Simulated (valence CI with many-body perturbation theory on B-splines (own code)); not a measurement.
Ladder of approximations for Pt38+

Computed by relativistic CI+MBPT: four valence electrons over a frozen Dirac-Fock core [Kr], radial functions for each j: 9 s, 9 p, 10 d, 8 f, 5 g, 3 h, 1 i, with the one-electron correlation potential Σ1 (screened to all orders), the two-electron term Σ2, the three-electron term Σ3, Breit, model QED; selected single and double excitations, second order for the rest (own B-spline code, finite nucleus).

The last digits are not significant, and no measured levels were compared; by estimate large intervals hold to a few tenths of a per cent, small ones and those within an open d or f shell to about a per cent. Only levels of the ground parity were solved; by the run's estimate the other parity begins above the list, which can be wrong where configurations are misplaced.

Each rung adds one term. CI alone is the Dirac-Coulomb CI over the frozen core; QED comes last and gives the full result, which names the levels. Energies are above (4d3/2^4) J=0 on the same rung, in cm⁻¹.

Levels are named by their leading jj configuration (3d3/2^4 stands for four electrons in 3d with j = 3/2), which in mixed levels can hold well under half, so a name can repeat and another be missing. Letters in brackets count levels of one name in rising energy.

```tsv
Level	CI alone	+ Σ1	+ Σ2	+ Σ3	+ Breit	Full
(4d3/2^3 4d5/2) J=1	164520	165378	165761	166493	162610	163119
(4d3/2^3 4d5/2) J=4	212717	213600	211036	210754	205645	206153
(4d3/2^3 4d5/2) J=2	215405	216339	214873	215039	210414	210955
(4d3/2^3 4d5/2) J=3	228732	229644	227064	226757	222096	222626
(4d3/2^2 4d5/2^2) J=0 [a]	360149	361852	363146	363180	355724	356732
(4d3/2^2 4d5/2^2) J=2 [a]	364960	366624	366250	366768	359207	360189
(4d3/2^2 4d5/2^2) J=4 [a]	374932	376675	375362	375803	367043	368061
(4d3/2^2 4d5/2^2) J=3 [a]	379209	380942	379352	379471	371261	372274
(4d3/2^2 4d5/2^2) J=5	398723	400478	396920	396811	387488	388499
(4d3/2^2 4d5/2^2) J=1	407173	408925	407655	407570	399554	400577
(4d3/2^2 4d5/2^2) J=6	412848	414625	409895	409812	399641	400653
(4d3/2^2 4d5/2^2) J=3 [b]	423402	425132	421713	421135	412667	413670
(4d3/2^2 4d5/2^2) J=4 [b]	427221	428988	425486	424311	415152	416171
(4d3/2^2 4d5/2^2) J=2 [b]	429100	430853	428123	427692	419191	420211
(4d3/2^2 4d5/2^2) J=2 [c]	468159	469902	469644	468729	460770	461791
(4d3/2^2 4d5/2^2) J=4 [c]	487682	489476	485160	484149	475442	476479
(4d3/2^2 4d5/2^2) J=2 [d]	525835	527644	524159	522358	514219	515267
(4d3/2^2 4d5/2^2) J=0 [b]	570076	571998	571436	569718	561500	562623
(4d3/2 4d5/2^3) J=4 [a]	572851	575393	575021	574738	562612	564111
(4d3/2 4d5/2^3) J=3 [a]	574872	577422	577626	577324	565575	567082
(4d3/2 4d5/2^3) J=1 [a]	590764	593307	594112	593329	581985	583491
(4d3/2 4d5/2^3) J=5	600325	602933	600668	600202	587056	588579
(4d3/2 4d5/2^3) J=6	606106	608728	605283	604993	591248	592768
(4d3/2 4d5/2^3) J=2 [a]	623097	625668	625226	624688	612762	614276
(4d3/2 4d5/2^3) J=3 [b]	632715	635299	633378	632009	619707	621223
(4d3/2 4d5/2^3) J=0	662438	664937	661702	657748	646364	647830
(4d3/2 4d5/2^3) J=1 [b]	677419	680001	678392	676854	665620	667136
(4d3/2 4d5/2^3) J=3 [c]	679569	682175	679884	678241	666270	667794
(4d3/2 4d5/2^3) J=4 [b]	685308	687903	685673	683927	671552	673066
(4d3/2 4d5/2^3) J=2 [b]	696886	699468	696324	693978	682246	683756
(4d5/2^4) J=4	799889	803302	805208	803996	788043	790066
```

Problem. How does the ionisation energy move along the ladder, and which term matters most?

Solution. CI alone 1760.7, + Σ1 1763.5, + Σ2 1766.0, + Σ3 1766.0, + Breit 1764.8, + QED 1764.9 eV. The largest step is Σ1, 2.8 eV. NIST lists 1763 ± 4 eV (theoretical).
